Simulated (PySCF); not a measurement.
## TDDFT excited states: C4H12Ge2

Compound: C4H12Ge2.
Bonds: Ge1–C2, C2–Ge3, Ge3–C4, C4–C5, C5–C6, C4–C6. Hydrogens: H7, H8, H9 on Ge1; H10, H11 on C2; H12, H13 on Ge3; H14 on C4; H15, H16 on C5; H17, H18 on C6.

Method used: TDDFT wB97X-D/def2-SVPD, vertical, gas phase, core orbitals frozen in the response (PySCF). Isolated species at its PBE0-D3(BJ)/def2-SVP geometry (one conformer only). The wB97X-D/def2-SVPD calculation is non-relativistic and has no spin–orbit coupling, an omission that weighs most on germanium. Torsions of this conformer, `[GeH3:1][CH2:2][GeH2:3][CH:4]1[CH2:5][CH2:6]1`: Ge1–C2–Ge3–C4 -54°, C2–Ge3–C4–C5 83°.

Q: What does the calculation give for the low-lying excited states?

A: 

```
state  E (eV)  E (hartree)       f   main configurations (H = HOMO, L = LUMO)
   S1    7.75       0.2849   0.019        H→L (43%), H-1→L (23%), H→L+1 (11%)
   S2    7.98       0.2931  0.0093      H-1→L (37%), H→L (26%), H-1→L+1 (10%)
   S3    8.07       0.2967   0.030    H→L+2 (22%), H-1→L+1 (20%), H→L+1 (18%)
   S4    8.12       0.2984   0.228  H→L+1 (24%), H-1→L+1 (14%), H-1→L+2 (14%)
   S5    8.36       0.3073   0.075    H→L+1 (17%), H→L+2 (16%), H-1→L+2 (13%)
   S6    8.47       0.3115   0.021     H→L+4 (30%), H-1→L+2 (15%), H→L+2 (9%)
   S7    8.51       0.3126   0.059   H-1→L+3 (27%), H→L+4 (21%), H-1→L+2 (9%)
   S8    8.55       0.3143   0.030  H-1→L+5 (18%), H-1→L+4 (10%), H→L+5 (10%)
   S9    8.56       0.3146   0.024    H-3→L (16%), H-1→L+2 (14%), H-2→L (10%)
  S10    8.62       0.3167   0.065    H-1→L+4 (28%), H→L+4 (14%), H→L+2 (11%)
```

Triplets (Tamm–Dancoff): T1 7.47 eV, H-1→L+1 (21%), H-1→L (20%), H→L+1 (19%); T2 7.72 eV, H-1→L (17%), H→L+1 (12%), H→L (12%); T3 7.78 eV, H→L (34%), H-1→L (21%); T4 7.82 eV, H→L+1 (19%), H-1→L+1 (18%), H→L+2 (15%).

The lowest singlet lies at 7.75 eV (160 nm, vacuum ultraviolet) and is weak; its leading configuration is HOMO→LUMO (43%). The strongest level in the table is S4 at 8.12 eV (153 nm, f = 0.228). S8/S9 lie within about 0.01 eV of each other. Löwdin shares by element: HOMO carbon 54% or more, germanium 14% or more (atoms not listed hold the other 32%); LUMO germanium 54%, hydrogen 8% or more, carbon 6% or more (atoms not listed hold the other 32%). The listed states span 0.86 eV, and the widest gap between neighbours is 0.24 eV (S4 to S5). Weighted by f, the mean energy of these states is 8.29 eV. The oscillator strengths of these states sum to 0.560; summed over the whole spectrum of an exact calculation they would give the number of electrons, 100 (Thomas–Reiche–Kuhn). The vertical ionisation energy (ΔSCF) is 9.90 eV, 1.28 eV above S10. The window holds the lowest 10 singlets.

Without π bonds the low states are Rydberg-like; a valence basis with one diffuse set may place them up to an eV too high.
